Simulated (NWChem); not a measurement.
System: CH$_{2}$FNOSi; SMILES [SiH2](F)OC#N

Excerpt of the output:

```
             Northwest Computational Chemistry Package (NWChem) 7.3.0
             --------------------------------------------------------

                             Geometry "geometry" -> ""
                             -------------------------

 Output coordinates in angstroms (scale by  1.889725989 to convert to a.u.)

  No.       Tag          Charge          X              Y              Z
 ---- ---------------- ---------- -------------- -------------- --------------
    1 N                    7.0000     0.44254300    -2.57015800    -0.41310200
    2 C                    6.0000     0.03251800    -1.58643700     0.05803200
    3 O                    8.0000    -0.44597100    -0.51983900     0.61608000
    4 Si                  14.0000    -0.43593000     1.02383700    -0.09369500
    5 F                    9.0000     1.01127300     1.67293500     0.11182200
    6 H                    1.0000    -1.43868500     1.76705300     0.68411900
    7 H                    1.0000    -0.70919700     0.86596600    -1.53383700

 Effective nuclear repulsion energy (a.u.)     209.3878153380

                                 NWChem DFT Module
                                 -----------------

 Summary of "ao basis" -> "ao basis" (spherical)
 ------------------------------------------------------------------------------
       Tag                 Description            Shells   Functions and Types
 ---------------- ------------------------------  ------  ---------------------
 N                           6-31g*                  6       14   3s2p1d
 C                           6-31g*                  6       14   3s2p1d
 O                           6-31g*                  6       14   3s2p1d
 Si                          6-31g*                  8       18   4s3p1d
 F                           6-31g*                  6       14   3s2p1d
 H                           6-31g*                  2        2   2s

 in cosmo_initialize ...
 calling solv_data for solv:h2o

 solvent parameters
 solvname_short: h2o
 solvname_long:  water
 dielec:       78.4000
 dielecinf:     1.7769
 aqueous SMD model solvent descriptors
 dielec:       78.4000
 sola:          0.8200

          ---------------
          -cosmo- solvent
          ---------------
 Cosmo: York-Karplus, doi: 10.1021/jp992097l
 dielectric constant -eps-     =  78.40
 screen = (eps-1)/(eps    )    =   0.98724
 surface charge correction     = lagrangian

   van der Waals surface
 --------------------------

 ---------- ATOMIC COORDINATES (A.U.) ------------ VDWR(ANG.) --
     1    0.83628501   -4.85689437   -0.78064959     1.890
     2    0.06145011   -2.99793123    0.10966458     1.850
     3   -0.84276299   -0.98235327    1.16422239     1.520
     4   -0.82378825    1.93477139   -0.17705788     2.470
     5    1.91102887    3.16138875    0.21131294     1.730
     6   -2.71872043    3.33924598    1.29279745     1.200
     7   -1.34018800    1.63643846   -2.89853164     1.200
 number of segments per atom =        128
 number of   points per atom =        128
 atom (   nspa,  nppa )
 ----------------------
    1 (     90,     0 )       0
    2 (     49,     0 )       0
    3 (     29,     0 )       0
    4 (     89,     0 )       0
    5 (     66,     0 )       0
    6 (     33,     0 )       0
    7 (     31,     0 )       0
 number of -cosmo- surface points =      387
 molecular surface =    119.796 angstrom**2
 molecular volume  =     99.972 angstrom**3
 -lineq- algorithm             =   0
 -bem- low  level              =   3
 -bem- from -octahedral-
 gaussian surface charge width =   4.50000
 degree of switching           =   1.00000
 switching function tolerance  =   0.00010
 atomic radii =
 --------------
    1  7.000  1.890
    2  6.000  1.850
    3  8.000  1.520
    4 14.000  2.470
    5  9.000  1.730
    6  1.000  1.200
    7  1.000  1.200
 ...... end of -cosmo- initialization ......

 nat:                     7
 ixmem:                  2814
 calling mnsol_interface()
 G(SMD-CDS) energy (kcal/mol)  =     5.749
 SMD-CDS SASA (angstrom**2)    =   132.250

[...]

                                COSMO-SMD solvation results
                                ---------------------------

             internal energy in gas <Psi(g)|H|Psi(g)> =      -558.241050272177
         internal energy in solvent <Psi(s)|H|Psi(s)> =      -558.238966364225
                               delta internal energy  =         0.002083907952 (    1.31 kcal/mol)
   total free energy in solvent <Psi(s)|H+V/2|Psi(s)> =      -558.251803179469
 polarization energy contribution <Psi(s)|V/2|Psi(s)> =        -0.012836815245 (   -8.06 kcal/mol)
    total free energy in solvent including G(SMD-CDS) =      -558.242642293733
                       G(SMD-CDS) energy contribution =         0.009160885736 (    5.75 kcal/mol)
     1 M fixed-concentration free energy of solvation =        -0.001592021556 (   -1.00 kcal/mol)

                       DFT Final Molecular Orbital Analysis
                       ------------------------------------

 Vector   21  Occ=2.000000D+00  E=-3.721867D-01
              MO Center= -6.1D-01,  1.1D+00, -2.5D-01, r^2= 3.0D+00
   Bfn.  Coefficient  Atom+Function         Bfn.  Coefficient  Atom+Function
  ----- ------------  ---------------      ----- ------------  ---------------
    51      0.324015  4 Si pz                76      0.296251  6 H  s
    78     -0.288079  7 H  s                 75      0.230859  6 H  s
    65     -0.224880  5 F  pz                77     -0.223162  7 H  s
    69     -0.172892  5 F  pz                50      0.148011  4 Si py
    47     -0.127531  4 Si pz                 5     -0.113834  1 N  pz

 Vector   22  Occ=2.000000D+00  E=-3.407050D-01
              MO Center=  1.1D-01, -1.7D+00, -9.7D-02, r^2= 2.2D+00
   Bfn.  Coefficient  Atom+Function         Bfn.  Coefficient  Atom+Function
  ----- ------------  ---------------      ----- ------------  ---------------
     5      0.338397  1 N  pz                33     -0.262748  3 O  pz
    19      0.260296  2 C  pz                 4     -0.236291  1 N  py
     9      0.222797  1 N  pz                37     -0.199910  3 O  pz
     8     -0.153195  1 N  py                18     -0.144312  2 C  py
     3     -0.142946  1 N  px                23      0.127585  2 C  pz

 Vector   23  Occ=2.000000D+00  E=-3.318622D-01
              MO Center=  1.3D-01, -1.8D+00, -6.5D-02, r^2= 2.0D+00
   Bfn.  Coefficient  Atom+Function         Bfn.  Coefficient  Atom+Function
  ----- ------------  ---------------      ----- ------------  ---------------
     3      0.392794  1 N  px                31     -0.299814  3 O  px
    17      0.260560  2 C  px                 7      0.259257  1 N  px
    35     -0.240956  3 O  px                 5      0.201719  1 N  pz
    33     -0.163572  3 O  pz                21      0.140220  2 C  px
    19      0.134563  2 C  pz                 9      0.133114  1 N  pz

 Vector   24  Occ=0.000000D+00  E= 1.199794D-02
              MO Center= -4.7D-01,  7.0D-01, -1.3D-01, r^2= 4.4D+00
   Bfn.  Coefficient  Atom+Function         Bfn.  Coefficient  Atom+Function
  ----- ------------  ---------------      ----- ------------  ---------------
    54      0.898736  4 Si py                 6      0.625882  1 N  s
    20     -0.521045  2 C  s                 34      0.463890  3 O  s
    22      0.440327  2 C  py                50      0.375232  4 Si py
    52     -0.344983  4 Si s                  8      0.238335  1 N  py
    55     -0.227386  4 Si pz                30      0.192655  3 O  s

 Vector   25  Occ=0.000000D+00  E= 2.360467D-02
              MO Center= -1.7D-01,  6.1D-01, -2.0D-02, r^2= 4.2D+00
   Bfn.  Coefficient  Atom+Function         Bfn.  Coefficient  Atom+Function
  ----- ------------  ---------------      ----- ------------  ---------------
    53      0.829255  4 Si px                66     -0.478763  5 F  s
    20      0.411305  2 C  s                 49      0.359480  4 Si px
    55      0.253494  4 Si pz                 6     -0.233911  1 N  s
    52      0.217921  4 Si s                 34     -0.204899  3 O  s
     7      0.194232  1 N  px                78      0.180832  7 H  s

 Vector   26  Occ=0.000000D+00  E= 5.271925D-02
              MO Center=  5.5D-02, -1.5D+00, -9.0D-02, r^2= 2.8D+00
   Bfn.  Coefficient  Atom+Function         Bfn.  Coefficient  Atom+Function
  ----- ------------  ---------------      ----- ------------  ---------------
    48      0.473348  4 Si s                 23      0.451139  2 C  pz
     9     -0.428097  1 N  pz                19      0.394140  2 C  pz
     5     -0.338489  1 N  pz                76     -0.293942  6 H  s
     8      0.285467  1 N  py                22     -0.276491  2 C  py
    18     -0.236192  2 C  py                 4      0.216104  1 N  py

     Multipole analysis of the density
     ---------------------------------

     L   x y z        total         alpha         beta         nuclear
     -   - - -        -----         -----         ----         -------
     0   0 0 0     -0.000000    -23.000000    -23.000000     46.000000

     1   1 0 0     -1.036976     -1.062442     -1.062442      1.087908
     1   0 1 0      1.807296      0.568494      0.568494      0.670308
     1   0 0 1      0.078816     -1.122838     -1.122838      2.324491

     2   2 0 0    -25.539713    -43.848290    -43.848290     62.156867
     2   1 1 0     -0.135416      0.995442      0.995442     -2.126299
     2   1 0 1      0.727190      3.529860      3.529860     -6.332530
     2   0 2 0    -33.605715   -208.281019   -208.281019    382.956322
     2   0 1 1     -2.448210     -9.328533     -9.328533     16.208856
     2   0 0 2    -25.237929    -25.666438    -25.666438     26.094947
```

Level: PBE0/6-31G* (spherical d), SMD on the gas-phase geometry. Geometry: optimised at B3LYP/6-31G* (spherical d). Solvent: water.

Question: Write an input that gives this output.

Answer: One answer among several that fit: the input that was run:
```
start job
memory heap 200 mb stack 900 mb global 1100 mb
geometry units angstroms noautosym nocenter noautoz
  N      0.442543    -2.570158    -0.413102
  C      0.032518    -1.586437     0.058032
  O     -0.445971    -0.519839     0.616080
  Si    -0.435930     1.023837    -0.093695
  F      1.011273     1.672935     0.111822
  H     -1.438685     1.767053     0.684119
  H     -0.709197     0.865966    -1.533837
end
basis spherical
  N library 6-31g*
  C library 6-31g*
  O library 6-31g*
  Si library 6-31g*
  F library 6-31g*
  H library 6-31g*
end
dft
  xc pbe0
  iterations 150
end
cosmo
  do_cosmo_smd true
  solvent water
end
task dft energy
```
